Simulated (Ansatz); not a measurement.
## A barrier at the coupled-cluster level

Start structure (SiNH$_{9}$O$_{2}$, singlet), relaxed at PBE0-D4/def2-TZVP:

```
atom    x (Å)    y (Å)    z (Å)
 Si1   0.8074   0.6495   1.7224
  N2   0.8543  -0.3860   0.3323
  H3   1.9347   1.6183   1.8331
  H4  -0.4618   1.4189   1.6763
  H5   0.8285  -0.2205   2.9270
  H6  -0.9630   0.0652  -1.8769
  O7  -0.2820   0.6949  -2.1781
  H8  -0.8688  -1.1033  -0.1638
  O9  -1.6592  -1.2199  -0.7319
 H10   0.8308   0.0750  -0.5777
 H11   1.5652  -1.1041   0.3319
 H12  -0.1688   0.5364  -3.1165
 H13  -2.4174  -1.0242  -0.1780
```

The step: SiNH₅ ([NH2][SiH3]) + H₂O + H₂O → SiH₄O ([OH][SiH3]) + H₂O + NH₃ (still joined by a long Si–N bond); bonds formed: Si1–O7, N2–H8, H6–O9; bonds broken: H6–O7, H8–O9; bonds weakened to dative contacts: Si1–N2. Program: Ansatz 0.2.0. Basis: def2-TZVPP and def2-QZVPP. Cores are frozen in the correlated methods. Extrapolation: Hartree–Fock as exp(−7.88 √X), correlation as X^−2.97. Energies below are by CCSD(T) at an estimated basis limit (MP2 extrapolated from triple and quadruple zeta, plus CCSD(T) − MP2 in triple zeta).

(1) What are the electronic barrier and the energy of the step, from the start structure to the end structure? (Judge from chemistry; the value comes from the calculation.)

No T1 diagnostic of these runs exceeds 0.011.

Results:

(1) By the calculation: Barrier 97.6 kJ/mol; step energy -25.7 kJ/mol (downhill); reverse barrier, their difference, 123.3 kJ/mol. Barrier and step energy count from the start structure, the reverse barrier from the end structure.

The saddle point: One imaginary mode of 1145i cm⁻¹.
```tsv
pair	start (Å)	saddle (Å)	end (Å)
Si1–O7	4.05	1.99	1.70
N2–H8	1.93	1.25	1.02
H6–O9	1.86	1.24	0.98
Si1–N2	1.73	1.86	2.22
H6–O7	0.98	1.16	1.84
H8–O9	0.98	1.25	2.01
```

Zero-point energy (harmonic, PBE0-D4): ZPE is 265.5 kJ/mol at the start and 257.2 kJ/mol at the saddle, so the barrier goes from 97.6 to 89.3 kJ/mol.

The step is the kind of ligand exchange by which a precursor binds to a hydroxyl group, or is hydrolysed, in atomic layer deposition of oxides.

Labels in which every atom is bracketed show which atoms are joined, not bond orders.

For scale, one of the runs: CCSD(T)/def2-TZVPP, 261 basis functions, launched by `ansatz run in.yaml --threads 8 --pin off --events-out ev --progress --plain --max-ram 19148MiB`. Hardware: 8 CPU threads of an Intel Xeon, shared host. Wall time 110 s; peak host memory 6.4 GiB.
